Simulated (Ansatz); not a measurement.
System: YI (charge 0, singlet). 
Geometry from a B3LYP-D3(BJ)/def2-TZVP (Ansatz, a quantum-chemistry and plane-wave program) optimisation:
SMILES: [I][Y]
```xyz
2

Y      0.0000     0.0000    -1.6070
I      0.0000     0.0000     1.1825
```

Property: vertical electron affinity (to the doublet state of charge -1; a negative value means that the extra electron is unbound and the number depends on the basis; each state is the SCF solution reached for its spin; the UHF <S^2> is 1.23 for the doublet (pure: 0.75); for the doublet the Hartree-Fock reference is unstable and T1 is 0.075; for the singlet the Hartree-Fock reference is unstable and T1 is 0.016), in eV. Valence correlation only, unless marked. UHF or UKS for open shells. Spin-orbit coupling is left out. The frozen core is the preceding noble-gas configuration, with the filled d and f shells of earlier blocks. In def2 rows, elements after Kr have scalar-relativistic effective core potentials. Anions need diffuse functions: def2-D sets add few. 

```csv
level,program,vertical electron affinity (eV)
PBE/def2-TZVPD,Ansatz,0.74
B3LYP/def2-TZVPD,Ansatz,0.71
CAM-B3LYP/def2-TZVPD,Ansatz,0.65
wB97M-V/def2-TZVPD,Ansatz,0.53
wB97X/def2-TZVPD,Ansatz,0.56
CCSD/def2-SVPD,Ansatz,0.49
```
